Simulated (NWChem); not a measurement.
# Correlation energy of silylphosphine (H5PSi)

SMILES: P[SiH3]
```xyz
7

Si    -1.0750     0.0955     0.2241
P      1.1290    -0.0772    -0.3490
H     -1.8516    -0.8869    -0.6096
H     -1.5361     1.4869    -0.1148
H     -1.3593    -0.1700     1.6789
H      1.2981    -1.3190     0.3647
H      1.5638     0.7099     0.7785
```
Charge 0, spin multiplicity 1.

All runs are NWChem calculations. All single points use one geometry, from PBE/def2-SVP, a minimum by its harmonic frequencies.

Basis set: STO-3G. Each correlation energy counts from its own Hartree-Fock reference.

The correlated methods keep 10 core orbitals frozen. No row is a measurement; the coupled-cluster row has its own basis-set and correlation limits.

**Question.** One of these methods gave a correlation energy of -82.3 mHa. Which?
(A) CR-CCSD[T]
(B) MP2
(C) SCS-MP2

**Answer.** B, MP2. The others give -96.0 (SCS-MP2), -121.2 (CR-CCSD[T]).
